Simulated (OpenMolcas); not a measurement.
## Cr4+: moving or changing the point charges

Cr4+ among 6 point charges of -1.5 e arranged as a tetragonal octahedron (D4h), 1.79 Å from the ion, with the axial distance 1.593 Å.

* Program: OpenMolcas 26.06
* Method: SS-CASPT2, IPEA 0.25 Eh, imaginary shift 0.1 Eh (closed shells correlated: 3s 3p)
* Basis: ANO-RCC-VDZP [5s4p2d1f]
* Scalar Hamiltonian: DKH2, point nucleus
* Active space: 2 electrons in 5 orbitals (3d)
* State averaging: 2S+1 = 3 even, 10 roots; 2S+1 = 1 even, 15 roots
* Spin-orbit coupling: RASSI with atomic mean-field integrals over the reference wave functions

Runs around this geometry, states (labels of D4, the rotations of D4h). Energies in cm-1 above the lowest state or level, χT in cm3 K/mol.

| R (Å) | q (e) | Axial / equatorial distance | Ground state | First state of that spin | First gap with spin-orbit (degeneracies) | χT at 300 K | First state of another spin |
| --- | --- | --- | --- | --- | --- | --- | --- |
| 1.79 | -1.5 | 0.82 | 3E | 3A2 2120 | 16 (1, 1) | 0.597 | 1E 14220 |
| 1.79 | -0.98 | 0.89 | 3E | 3A2 770 | 35 (1, 1) | 0.590 | 1E 13900 |
| 1.62 | -1.5 | 0.89 | 3E | 3A2 1870 | 18 (1, 1) | 0.638 | 1E 14470 |
| 1.79 | -1.5 | 0.89 | 3E | 3A2 1190 | 27 (1, 1) | 0.604 | 1E 14090 |
| 1.88 | -1.5 | 0.89 | 3E | 3A2 1110 | 31 (1, 1) | 0.593 | 1E 14020 |

Taking the first state of the same spin as R^-n, n = -ln(1110 / 1870) / ln(1.88 / 1.62) = 3.5 between the shortest and longest distance.

Scaling the charges by -0.98 / -1.5 = 0.65 scales the first state of the same spin by 770 / 1190 = 0.65; with fixed orbitals a first-order splitting would follow the charge.

An orbital doublet at a regular site is open to a Jahn-Teller distortion, which this geometry leaves out. Free-ion shares, where given, are those of the reference states; single-state CASPT2 does not remix them. This is an electrostatic model: the charges have no orbitals. No measured value stands beside these numbers.
